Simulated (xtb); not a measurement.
xtb input (GFN2-xTB):

```bash
xtb mol.xyz --gfn 2 --sp --chrg -1 --uhf 0
```
mol.xyz:
```
5

N     -1.64458964    -0.90253384     0.02932636
B     -0.47632032    -0.26594621     0.00803123
Cl     1.15216605    -1.12651726    -0.19947092
Cl    -0.19150307     1.59285949     0.17614905
H     -2.43754158    -0.28034997     0.15103106
```

End of the output:

```
         :::::::::::::::::::::::::::::::::::::::::::::::::::::
         ::                     SUMMARY                     ::
         :::::::::::::::::::::::::::::::::::::::::::::::::::::
         :: total energy             -14.069388358125 Eh    ::
         :: gradient norm              0.028631264048 Eh/a0 ::
         :: HOMO-LUMO gap              5.511095908036 eV    ::
         ::.................................................::
         :: SCC energy               -14.126226809342 Eh    ::
         :: -> isotropic ES            0.175322694950 Eh    ::
         :: -> anisotropic ES         -0.008443496743 Eh    ::
         :: -> anisotropic XC         -0.004839318331 Eh    ::
         :: -> dispersion             -0.003407086957 Eh    ::
         :: repulsion energy           0.056838451217 Eh    ::
         :: add. restraining           0.000000000000 Eh    ::
         :: total charge              -1.000000000000 e     ::
         :::::::::::::::::::::::::::::::::::::::::::::::::::::

           -------------------------------------------------
          |                Property Printout                |
           -------------------------------------------------

    * Orbital Energies and Occupations

         #    Occupation            Energy/Eh            Energy/eV
      -------------------------------------------------------------
         1        2.0000           -0.8726914             -23.7471
         2        2.0000           -0.8712356             -23.7075
         3        2.0000           -0.3967757             -10.7968
         4        2.0000           -0.3255936              -8.8599
         5        2.0000           -0.3010212              -8.1912
         6        2.0000           -0.2741732              -7.4606
         7        2.0000           -0.2688863              -7.3168
Note: The following floating-point exceptions are signalling: IEEE_UNDERFLOW_FLAG IEEE_DENORMAL
normal termination of xtb
         8        2.0000           -0.2499579              -6.8017
         9        2.0000           -0.2492708              -6.7830
        10        2.0000           -0.2414992              -6.5715
        11        2.0000           -0.2059125              -5.6032
        12        2.0000           -0.1875494              -5.1035 (HOMO)
        13                          0.0149797               0.4076 (LUMO)
        14                          0.0894632               2.4344
        15                          0.1388944               3.7795
        16                          0.2168894               5.9019
        17                          0.2172717               5.9123
        18                          0.2173027               5.9131
        19                          0.2180775               5.9342
        20                          0.2181702               5.9367
        21                          0.2196110               5.9759
        22                          0.2215262               6.0280
        23                          0.2367154               6.4414
       ...                                ...                  ...
        27                          0.7703563              20.9625
      -------------------------------------------------------------
                  HL-Gap            0.2025290 Eh            5.5111 eV
             Fermi-level           -0.0862848 Eh           -2.3479 eV

     #   Z          covCN         q      C6AA      α(0)
     1   7 N        1.707    -0.573    36.650     8.951
     2   5 B        2.465     0.457    17.353     7.400
     3  17 Cl       0.866    -0.465   114.434    16.365
     4  17 Cl       0.857    -0.508   116.005    16.477
     5   1 H        0.860     0.089     1.898     2.158

 Mol. C6AA /au·bohr⁶  :       1090.338831
 Mol. C8AA /au·bohr⁸  :      39178.473796
 Mol. α(0) /au        :         51.351453

Wiberg/Mayer (AO) data.
largest (>0.10) Wiberg bond orders for each atom

 ---------------------------------------------------------------------------
     #   Z sym  total        # sym  WBO       # sym  WBO       # sym  WBO
 ---------------------------------------------------------------------------
     1   7 N    2.913 --     2 B    1.847     5 H    0.960
     2   5 B    3.340 --     1 N    1.847     3 Cl   0.770     4 Cl   0.704
     3  17 Cl   0.844 --     2 B    0.770
     4  17 Cl   0.792 --     2 B    0.704
     5   1 H    0.992 --     1 N    0.960
 ---------------------------------------------------------------------------

Topologies differ in total number of bonds
Writing topology from bond orders to xtbtopo.mol

molecular dipole:
                 x           y           z       tot (Debye)
 q only:        0.130       0.159       0.007
   full:        0.094       0.468       0.041       1.218
molecular quadrupole (traceless):
                xx          xy          yy          xz          yz          zz
 q only:       -1.361       0.143      -5.412       0.627      -1.268       6.772
  q+dip:       -1.328      -0.018      -7.983       0.800      -1.783       9.311
   full:       -1.630      -0.698      -7.974       0.774      -1.761       9.604

           -------------------------------------------------
          | TOTAL ENERGY              -14.069388358125 Eh   |
          | GRADIENT NORM               0.028631264048 Eh/α |
          | HOMO-LUMO GAP               5.511095908036 eV   |
           -------------------------------------------------

------------------------------------------------------------------------
------------------------------------------------------------------------
 total:
 SCF:
```

It need not be the lowest isomer of its formula. Whether it binds its extra electron was not tested at this geometry.
